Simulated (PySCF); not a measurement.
TlF at RHF-CCSD

Level: RHF-CCSD. PySCF, scalar-relativistic core potentials, basis sets Tl def2-SVPD with ECP60, F def2-SVPD.

For TlF, the state is ¹Σ⁺ (singlet), closed shell, the bond length is 2.131 Å and the harmonic wavenumber is 464 cm⁻¹. The force constant is 2.20 mdyn/Å, the rotational constant Be is 0.2135 cm⁻¹ and the anharmonicity ωexe is 2.22 cm⁻¹. The vibration–rotation constant αe is 0.00142 cm⁻¹ and the well depth De to Tl + F is 5.01 eV. The dissociation energy D0 is 4.98 eV.

Correlated steps freeze 5 core orbitals. Correlated levels converge slowly with the basis: in double zeta they bind strong bonds too weakly, by up to about 1 eV, and carry superposition errors of some tenths. Spin–orbit coupling is left out, which matters for elements this heavy, above all for dissociation energies. Where the molecule has an RHF reference, its open-shell atoms are computed with UHF.
